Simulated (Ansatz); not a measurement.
```yaml
crystal:
  periodic: [false, false, false]
  atoms:
    - {symbol: C, position_ang: [-1.455721, 0.402421, -0.840550]}
    - {symbol: C, position_ang: [-0.608421, -0.139775, 0.279095]}
    - {symbol: C, position_ang: [0.656220, -0.923130, -0.163171]}
    - {symbol: Si, position_ang: [1.532513, 0.374764, 0.857464]}
    - {symbol: O, position_ang: [-0.018687, 0.952875, 1.041927]}
    - {symbol: H, position_ang: [-2.242390, 1.048284, -0.445540]}
    - {symbol: H, position_ang: [-1.921306, -0.417108, -1.394298]}
    - {symbol: H, position_ang: [-0.845534, 0.987941, -1.533118]}
    - {symbol: H, position_ang: [-1.223046, -0.734644, 0.963223]}
    - {symbol: H, position_ang: [0.822760, -0.892797, -1.240157]}
    - {symbol: H, position_ang: [0.691558, -1.955929, 0.179550]}
    - {symbol: H, position_ang: [2.173517, -0.061328, 2.128277]}
    - {symbol: H, position_ang: [2.459033, 1.323626, 0.182199]}
basis:
  gaussian: {orbitals: cc-pVTZ-DK}
hamiltonian: {xc: {name: HSE06}, dispersion: d3bj}
scf: {lower_state_search: off}
output: {forces: true}
```

```sh
$ ansatz run in.yaml --threads 4 --pin off --events-out ev --progress --plain --max-ram 10444MiB
```

It prints (some lines left out):

```
Functional definition: HSE06
  name "HSE06"
  cite "Heyd, Scuseria & Ernzerhof, J. Chem. Phys. 118, 8207 (2003) doi:10.1063/1.1564060"
  cite "Krukau, Vydrov, Izmaylov & Scuseria, J. Chem. Phys. 125, 224106 (2006) doi:10.1063/1.2404663"
  cite "Heyd & Scuseria, J. Chem. Phys. 120, 7274 (2004) doi:10.1063/1.1668634"
  cite "Ernzerhof & Perdew, J. Chem. Phys. 109, 3313 (1998) doi:10.1063/1.476928"
  cite "Perdew, Burke & Ernzerhof, Phys. Rev. Lett. 77, 3865 (1996) doi:10.1103/PhysRevLett.77.3865"
  parent pbe
  parameter a = 0.25
  parameter omega = 0.11/bohr
  # The whole range is PBE's own exchange, as in plane waves. The composition of these papers is wPBEh.
  exchange = pbe_x - a*pbe_x_sr(omega) + a*exact_x_sr(omega)
  correlation = pbe_c
these checks for a lower state are left out or cut short: stability, starts, cluster_reference, orbital_swaps, neighbouring_geometries, increment
1454 factors; their error is unknown
122 factors; integrals over basis functions are off by at most 3.8e-7 eV
mean field evaluation 1: about -13167.9622 eV, gradient 6.8e1 eV
mean field evaluation 2: about -13155.7421 eV, gradient 9.9e1 eV
mean field evaluation 4: about -13177.8911 eV, gradient 6.9e0 eV
mean field evaluation 8: about -13177.9872 eV, gradient 4.1e-1 eV
mean field evaluation 16: about -13177.9874 eV, gradient 7.4e-5 eV
mean field -13177.98738525 eV, -484.2821040471 hartree, gradient 9.4e-6 eV, S^2 0.000000; 0 other end points of the search recorded, 0 dependent functions left out
the calculation of the forces begins
reference -13177.98742740 eV, -484.2821055961 hartree; 24, 24 occupied and 242, 242 virtual orbitals, 1454 factors
Total energy: -13178.16993762 eV, -484.2888127230 hartree
Relativity: scalar
Atom 0 at    -1.455721     0.402421    -0.840550 Å, force    -0.024355     0.007312    -0.020432 eV/Å
Atom 1 at    -0.608421    -0.139775     0.279095 Å, force    -0.014895    -0.016790     0.024245 eV/Å
Atom 2 at     0.656220    -0.923130    -0.163171 Å, force    -0.043542    -0.088973    -0.070674 eV/Å
Atom 3 at     1.532513     0.374764     0.857464 Å, force     0.235984    -0.030155     0.010886 eV/Å
Atom 4 at    -0.018687     0.952875     1.041927 Å, force    -0.231241     0.087558     0.023982 eV/Å
Atom 5 at    -2.242390     1.048284    -0.445540 Å, force     0.016752    -0.010439    -0.007630 eV/Å
Atom 6 at    -1.921306    -0.417108    -1.394298 Å, force     0.005259     0.017429     0.007755 eV/Å
Atom 7 at    -0.845534     0.987941    -1.533118 Å, force    -0.011693    -0.011300     0.012448 eV/Å
Atom 8 at    -1.223046    -0.734644     0.963223 Å, force     0.010400     0.010682    -0.018413 eV/Å
Atom 9 at     0.822760    -0.892797    -1.240157 Å, force    -0.000671    -0.004818     0.024812 eV/Å
Atom 10 at     0.691558    -1.955929     0.179550 Å, force     0.000870     0.021994    -0.009377 eV/Å
Atom 11 at     2.173517    -0.061328     2.128277 Å, force     0.024008    -0.013958     0.041891 eV/Å
Atom 12 at     2.459033     1.323626     0.182199 Å, force     0.033124     0.031458    -0.019493 eV/Å
Dipole moment:     0.012547    -0.289262    -0.204473 e Å
Checks for a lower state left out: stability, starts, cluster_reference, orbital_swaps, neighbouring_geometries, increment
```

It took 1.8 s on 4 threads of an AMD EPYC 9R45 on a shared host, with 0.86 GiB of host memory at the peak.
